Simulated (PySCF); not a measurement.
Planning a shielding job on `BNBCCC`.

Method: GIAO PBE0/pcSseg-1 NMR shielding, non-relativistic, gas phase (PySCF 2.14.0, density-fitted response routines). Geometry: GFN2-xTB, NEB image 2 of 0 to 8. Work: shieldings, density fitting. A driver script takes a list of jobs; this job's settings line and coordinates (Å) are shown.

Command:
```bash
OMP_NUM_THREADS=1 python probes_run.py task.json out
```

Input:
```
{"job": {"kind": "nmr", "xc": "PBE0", "basis": "pcSseg-1", "pop": false}, "charge": 0, "multiplicity": 1}
B      2.934600     0.086900     0.992400
N      1.592500    -0.129400     0.639200
B      1.055100    -0.596000    -0.580700
C     -0.501400    -0.835100    -0.783600
C     -1.481300    -0.210000     0.222900
C     -2.027000     1.129200    -0.260700
H      3.775600    -0.138000     0.213100
H      3.183000     0.492200     2.064400
H      0.914500     0.079000     1.362200
H      1.799700    -0.862800    -1.445500
H     -0.636200    -1.922900    -0.779400
H     -0.799200    -0.527000    -1.789200
H     -2.323000    -0.884300     0.396700
H     -0.994600    -0.059900     1.190200
H     -2.614900     0.993800    -1.166900
H     -2.669000     1.577400     0.496000
H     -1.215400     1.818600    -0.482200
```

Hardware: AMD EPYC 7B13, one thread, no GPU, shared host. PySCF's memory limit was set to 1200 MB.

The basis has 157 functions.

Problem. Which is nearest to the wall time?
A. 13 s
B. 1.7 min
C. 13 min

Solution. A. The run took 13 s. The SCF took 14 cycles.

Problem. Estimate the peak memory.

Solution. About 0.75 GiB. Peak memory is the resident size of the whole Python process, interpreter and libraries included.

The SCF part of the output:
```
coarse grid: 13312 points
cycle   1  E = -225.0489987173  dE =  3.507e-01  |g| = 4.474e-01  |ddm| = 3.341e+00
cycle   2  E = -225.0389754439  dE =  1.002e-02  |g| = 5.130e-01  |ddm| = 7.768e-01
cycle   3  E = -225.1020082109  dE = -6.303e-02  |g| = 6.247e-02  |ddm| = 4.121e-01
cycle   4  E = -225.1027981118  dE = -7.899e-04  |g| = 2.488e-02  |ddm| = 5.786e-02
cycle   5  E = -225.1029241691  dE = -1.261e-04  |g| = 7.027e-03  |ddm| = 1.889e-02
cycle   6  E = -225.1029358472  dE = -1.168e-05  |g| = 1.159e-03  |ddm| = 6.745e-03
cycle   7  E = -225.1029361715  dE = -3.244e-07  |g| = 3.212e-04  |ddm| = 1.130e-03
final grid: 126128 points
cycle   8  E = -225.1338404043  dE = -4.089e-05  |g| = 8.857e-03  |ddm| = 2.354e-02
cycle   9  E = -225.1338314727  dE =  8.932e-06  |g| = 1.100e-02  |ddm| = 1.515e-02
cycle  10  E = -225.1338598269  dE = -2.835e-05  |g| = 1.046e-03  |ddm| = 7.936e-03
cycle  11  E = -225.1338600693  dE = -2.424e-07  |g| = 2.453e-04  |ddm| = 7.750e-04
cycle  12  E = -225.1338600818  dE = -1.251e-08  |g| = 6.230e-05  |ddm| = 2.134e-04
cycle  13  E = -225.1338600828  dE = -1.001e-09  |g| = 1.342e-05  |ddm| = 6.462e-05
cycle  14  E = -225.1338600829  dE = -3.973e-11  |g| = 4.020e-06  |ddm| = 1.349e-05
converged SCF energy = -225.1338600829
```

On the final grid dE counts from the start density on that grid.

Times come from a shared host and carry two figures at best.
